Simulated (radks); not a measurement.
Values are calculated unless marked as measured or tabulated.
Gd IX, 56 electrons, occupied as [Kr] 4d10 4f6 5s2 5p2. Level of theory: non-relativistic Kohn-Sham, PBE, spin-polarised, spherical densities, point nucleus; open shells are filled with parallel spins first (spin-orbit coupling, left out, can overturn this in heavy ions); relativity is left out, which matters for an element this heavy (a radial shooting solver on a logarithmic mesh with Libxc functionals).

Unscreened Slater integrals over Kohn-Sham orbitals (hartree). They are taken over the spin-up orbitals.

integral      value
F0(5p,5p)   0.65403
F2(5p,5p)   0.35809
F0(5p,4f)   0.78593
F2(5p,4f)   0.27134
G2(5p,4f)   0.11629
G4(5p,4f)  0.097118
F0(5p,5s)   0.67470
G1(5p,5s)   0.46952
F0(5p,4d)   0.80631
F2(5p,4d)   0.24491
G1(5p,4d)  0.069108
G3(5p,4d)  0.069004
F0(4f,4f)    1.2467
F2(4f,4f)   0.61074
F4(4f,4f)   0.38692
F6(4f,4f)   0.27943
F0(4f,5s)   0.82779
G3(4f,5s)   0.12432
F0(4f,4d)    1.3265
F2(4f,4d)   0.65123
F4(4f,4d)   0.41919
G1(4f,4d)   0.76286
G3(4f,4d)   0.48489
G5(4f,4d)   0.34448
F0(5s,5s)   0.69822
F0(5s,4d)   0.85124
G2(5s,4d)  0.084135
F0(4d,4d)    1.4301
F2(4d,4d)   0.72993
F4(4d,4d)   0.48943

Derived for the open shells (J is the average intra-shell exchange parameter used in DFT+U). 4f: F4/F2 = 0.634, F6/F2 = 0.458, J = (286 F2 + 195 F4 + 250 F6)/6435 = 0.04972 hartree. 5p: J = F2/5 = 0.07162 hartree.
